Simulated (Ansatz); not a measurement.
Species: C₃H₈BS, charge 0, multiplicity 2. It need not be the lowest isomer of its formula. SMILES: [CH2]SB(C)C
Structure (B3LYP-D3(BJ)/def2-TZVP (Ansatz, a quantum-chemistry and plane-wave program) minimum search):
```xyz
13

C      1.9351    -0.8214    -0.1818
S      0.9797     0.5408     0.1978
B     -0.7592     0.0786    -0.0025
C     -1.1861    -1.3612    -0.4535
C     -1.7945     1.2149     0.3059
H      1.5003    -1.7613    -0.4816
H      3.0063    -0.7143    -0.1122
H     -0.8176    -2.1218     0.2426
H     -0.7596    -1.6152    -1.4294
H     -2.2695    -1.4704    -0.5241
H     -2.4808     0.8845     1.0939
H     -1.3624     2.1690     0.6099
H     -2.4230     1.3900    -0.5747
```
Charge 0, spin multiplicity 2.

Property: atomisation energy (electronic, to ground-state atoms); the coupled-cluster value holds the core correlation from cc-pwCVTZ, in kcal/mol. Correlated levels leave the core frozen unless marked. UHF or UKS for open shells. Spin-orbit coupling is left out. Non-relativistic. Basis-set limits of correlation are two-point, X^-3; Hartree-Fock from the larger set.

Level to compare with: CCSD(T)/CBS(cc-pV(T+d)Z,cc-pV(Q+d)Z) plus the core term (Ansatz), 1179.5 kcal/mol. It is a level with limits of its own, and the differences hold the functionals' basis error too.

Rank these functionals by how close they come to CCSD(T)/CBS(cc-pV(T+d)Z,cc-pV(Q+d)Z), closest first: B3LYP/def2-TZVPD (Ansatz); PBE/def2-TZVPD (Ansatz); B97M-V/def2-TZVPD (Ansatz); r2SCAN0/def2-TZVPD (Ansatz).

r2SCAN0/def2-TZVPD (hybrid meta-GGA, 1176.2 kcal/mol, difference -3.3), B97M-V/def2-TZVPD (meta-GGA with VV10, 1186.8 kcal/mol, difference 7.3), B3LYP/def2-TZVPD (global hybrid, 1170.9 kcal/mol, difference -8.6), PBE/def2-TZVPD (GGA, 1197.6 kcal/mol, difference 18.1)
